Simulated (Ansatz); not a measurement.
`[F][GeH2][O][GeH3]` + `[SiH3]S` → `[F][GeH2][SiH2]S` + `[OH][GeH3]`  (formal exchange of groups at a Ge–O bond)

Program: Ansatz. Geometries: PBE0-D4/def2-TZVP. ΔE: electronic, gas phase. CCSD(T)/CBS is the MP2 limit (def2-TZVPP, def2-QZVPP) plus CCSD(T) − MP2 in def2-TZVPP, frozen cores. For Ge outer-core shells are correlated without core-valence functions, which leaves a few kJ/mol of doubt a bond. Scalar relativity is left out up to krypton. Each species was taken in one conformer, which may not be the lowest.

```tsv
species	CCSD(T)/CBS(def2) energy (Eh)
`[F][GeH2][O][GeH3]`	-4330.26281
`[SiH3]S`	-689.27336
`[F][GeH2][SiH2]S`	-2865.82091
`[OH][GeH3]`	-2153.69723
```

Work out ΔE.

ΔE = (-2865.82091) + (-2153.69723) − (-4330.26281) − (-689.27336) = 0.01803 Eh = +47.3 kJ/mol.

Largest T1 diagnostic among the species: 0.012.

From PBE to PBE0 (25 % exact exchange), in def2-TZVPP and without D4, ΔE moves by +6.2 kJ/mol. In def2-TZVPP, CCSD(T) changes the Hartree–Fock value by −17.0 kJ/mol (the triples alone add −1.3 kJ/mol) and MP2 by −12.8 kJ/mol.
